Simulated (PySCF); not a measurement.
# How the method changes the constants of HgBi

State: ⁴Σ⁻ (quartet), unpaired electrons σ ↑, π ↑↑. Set-up: basis Hg def2-SVP with ECP60, Bi def2-SVP with ECP60; scalar-relativistic core potentials; PySCF 2.14. De refers to Hg + Bi in their high-spin ground configurations, without counterpoise correction. The functionals are run spin-unrestricted. A positive dipole means Hg(−)Bi(+). Levels whose curve was spin-contaminated or gave no clean fit are not listed.

| Level | Re (Å) | ωe (cm⁻¹) | De (eV) | μ (D) |
| --- | --- | --- | --- | --- |
| PBE | 3.457 | 32.9 | 0.088 | 0.17 |
| r²SCAN | 3.478 | 30.2 | 0.093 | 0.13 |
| PBE0 | 3.566 | 25.4 | 0.055 | 0.11 |
| M06 | 3.354 | 47.8 | 0.160 | 0.21 |
| HSE06 | 3.497 | 29.3 | 0.070 | 0.11 |
| MN15 | 3.398 | 40.2 | 0.156 | 0.31 |
| BHandHLYP | 4.000 | 13.7 | 0.014 | 0.10 |

The bond length runs from 3.354 Å (M06) to 4.000 Å (BHandHLYP). De spans 0.01 eV (BHandHLYP, global hybrid GGA) to 0.16 eV (M06, hybrid meta-GGA).

The bond is weak. Basis-set superposition, not corrected here, can be much of De in a small basis, most of all at correlated wavefunction levels. Functionals without a dispersion term scatter widely for such bonds, and LDA overbinds them. Spin–orbit coupling is left out, which matters for elements this heavy, above all for dissociation energies. The state is the lowest determinant that a PBE0 search found; another state may lie lower at other levels.
